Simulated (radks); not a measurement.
These are the eigenvalues of the occupied orbitals of an atom or ion with whole-number occupations (Ry). Method: scalar-relativistic Kohn-Sham, PBE, spin-polarised, spherical densities, finite nucleus; Fermi nuclear charge, rms radius of each element as measured or else 0.836 A^(1/3) + 0.57 fm; computed with a radial shooting solver on a logarithmic mesh with Libxc functionals.

orbital  eigenvalue
1s down   -3684.765
1s up     -3684.765
2s up     -610.8446
2s down   -610.8404
2p up     -543.9450
2p down   -543.9420
3s up     -137.8102
3s down   -137.6301
3p up     -117.0802
3p down   -116.9009
3d up     -89.68010
3d down   -89.54238
4s up     -30.24242
4s down   -29.82709
4p up     -23.39277
4p down   -22.98145
4d up     -13.90974
4d down   -13.50400
5s up      -6.29339
5s down    -6.09056
5p up      -4.51671
5p down    -4.36489
4f up      -3.58826
6d up      -1.03591

Which element is it, and in what charge state? The configuration may be excited. Open shells, if any, are filled with parallel spins first.

Answer. Z = 64, gadolinium, charge +3: Gd3+ in [Xe] 4f6 6d1. The list shows which subshells hold electrons but not how many an open one holds; the 1s level, -1842.4 hartree, gives Z - s = 60.7 by -(Z - s)^2/2, which with screening and relativity narrows Z to a few neighbours, and the depths of the outer levels then fix element, charge and occupations together.
